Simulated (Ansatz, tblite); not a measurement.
Isomers of Ge2Sb (doublet), found by a short tight-binding search and relaxed with PBE0-D4/def2-TZVP in Ansatz.

In the def2 sets Sb takes a core potential; there is no spin–orbit coupling. The xTB rows come from tblite. HSE06 is defined as in plane-wave codes, on full-range PBE exchange.

Run but left out: HF/def2-SVP, PBE-QIDH/def2-TZVP, MP2/def2-SVP, CCSD/def2-SVP, CCSD(T)/def2-SVP (A: ⟨S²⟩ 1.47 to 1.95, where a pure state has 0.75).

A: At PBE-D4/def2-TZVP the gap within one spin of the charge 0 doublet nearly closes, so an electron or hole may be smeared out by delocalisation error. At r2SCAN-D4/def2-TZVP the charge 0 doublet is spin-contaminated (final ⟨S²⟩ up to 0.83, 0.75 for a pure state).

Other spin states were run for one of them alone.

A:

```xyz
3

Sb    0.9150   -0.3137    1.5647
Ge   -0.3649    0.9992    0.0183
Ge   -0.5501   -0.6855   -1.5830
```

B:

```xyz
3

Sb    0.952    0.579   -0.948
Ge    0.265   -1.342    0.571
Ge   -1.216    0.762    0.376
```

**Question.** Estimate their order by electronic energy at PBE0-D4/def2-TZVP, counted from the lowest.

**Answer.** B (0.0) < A (25.6), in kcal/mol.

**Question.** Do the other levels pick the same lowest one?

**Answer.** All that were run do. Energies above each level's lowest (kcal/mol):

```csv
level,A,B
GFN1-xTB,9.7,0.0
GFN2-xTB,14.6,0.0
PBE-D4/def2-TZVP,22.3,0.0
r2SCAN-D4/def2-TZVP,23.5,0.0
PBE0-D4/def2-TZVP,25.6,0.0
HSE06-D4/def2-TZVP,25.3,0.0
```
Point groups (tolerance 0.1 Å): A Cs, B C2v. Lower isomers may exist.
